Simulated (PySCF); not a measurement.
PySCF input file for C2H7NZn, SMILES C[CH2][Zn][NH2], B3LYP/pcSseg-1. Coordinates come from a B3LYP-D3(BJ)/def2-SVP optimisation. The structure was generated by enumeration; whether it is a known compound was not checked. Other conformers were not sampled.

```python
import numpy as np
from pyscf import gto, scf, dft
from pyscf.prop.nmr import rks as nmr

mol = gto.M(
    atom='''
    Zn   -0.13463688    0.18228876    0.41225343
    C     0.86506627   -1.15163225   -0.60988422
    C     0.75761522   -1.02516374   -2.13593449
    H     0.52111705   -2.15031174   -0.28563578
    H     1.92288823   -1.09105378   -0.29657458
    H     1.12877149   -0.05162841   -2.49742610
    H    -0.28380371   -1.11904276   -2.48642274
    H     1.34227225   -1.80427850   -2.65799640
    N    -1.11500357    1.49070312    1.24638273
    H    -0.60665499    2.17776714    1.80289524
    H    -1.91654788    1.19573961    1.80379045
    ''',
    basis='pcSseg-1',
    charge=0,
    spin=0,
    max_memory=1600,
    verbose=3,
)
mf = dft.RKS(mol, xc='b3lyp')
mf.grids.level = 3
mf.conv_tol = 1e-10
mf.max_cycle = 100
mf.kernel()
n = nmr.NMR(mf)
n.verbose = 2
n.max_cycle_cphf = 60
sigma = n.kernel()
print('atom   isotropic/ppm   span/ppm')
for i, s in enumerate(sigma):
    w = np.linalg.eigvalsh((s + s.T) / 2)
    print(f'{mol.atom_symbol(i):2s}{i + 1:3d} {w.mean():14.3f} {w[2] - w[0]:11.3f}')
```

It prints:

```
converged SCF energy = -1914.42198921565
atom   isotropic/ppm   span/ppm
Zn  1       1519.655    1381.478
C   2        176.227      21.795
C   3        164.856      24.806
H   4         30.823      11.595
H   5         30.824      11.590
H   6         30.089      10.688
H   7         30.090      10.684
H   8         29.886      12.788
N   9        272.497      70.764
H  10         32.128      20.833
H  11         32.128      20.834
```

Self-consistency was reached.

Cost: very roughly 30 core-seconds.
